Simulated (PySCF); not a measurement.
Input of a run (PBE0-D3(BJ)/def2-SVP geometry optimisation, gas phase (PySCF 2.14.0)), started from GFN2-xTB:
```
{"job": {"xc": "PBE0", "basis": "def2-SVP", "d3": "d3bj", "grid": 1, "kind": "geom"}, "charge": 0, "multiplicity": 1}
F      2.677820     0.103336     0.333678
C      1.361371     0.082414     0.357720
N      0.675510    -0.983058     0.249220
C     -0.658410    -0.743674     0.304139
C     -1.057544     0.543621     0.460256
Se     0.399385     1.699562     0.562989
H     -1.318763    -1.588651     0.220372
H     -2.070312     0.895863     0.521896
```

Output (energies in Eh, forces in Eh/bohr):
```
step   0  E = -2670.57999494  max force = 0.014520
step   1  E = -2670.57860229  max force = 0.009634
step   2  E = -2670.58034787  max force = 0.004420
step   3  E = -2670.58078290  max force = 0.006162
step   4  E = -2670.58082811  max force = 0.005417
step   5  E = -2670.58101252  max force = 0.000979
step   6  E = -2670.58101646  max force = 0.001568
step   7  E = -2670.58102928  max force = 0.000130
optimisation converged
```

**Question.** Summarise the run.

**Answer.** The energy falls by 0.028 eV over 8 energy and gradient evaluations, the largest force component goes from 0.0145 to 1.3e-04 Eh/bohr, and the atoms move by 0.018 Å rms after alignment. Among the bonds, N3–C4, C4–H7 and C5–H8 change most and about equally (+0.015 to +0.016 Å). Bonds longer at the end by more than 0.005 Å: 4 of 8; shorter: 2. The energy rose by more than 1e-6 Eh at step 1.

**Question.** What are the final bond lengths?

**Answer.** F1–C2 1.311 Å, C2–N3 1.275 Å, N3–C4 1.372 Å, C4–C5 1.362 Å, C5–Se6 1.863 Å, C2–Se6 1.879 Å, C4–H7 1.092 Å, C5–H8 1.089 Å. Numbering counts from 1 in the input's order; the species is `c1c[se]c(n1)F`.

The run used 112 basis functions and 60 SCF cycles in all. Hardware: one thread of an x86-64 server, no GPU (shared host). Cost: 36 s wall.

Not checked by PBE0-D3(BJ)/def2-SVP frequencies.
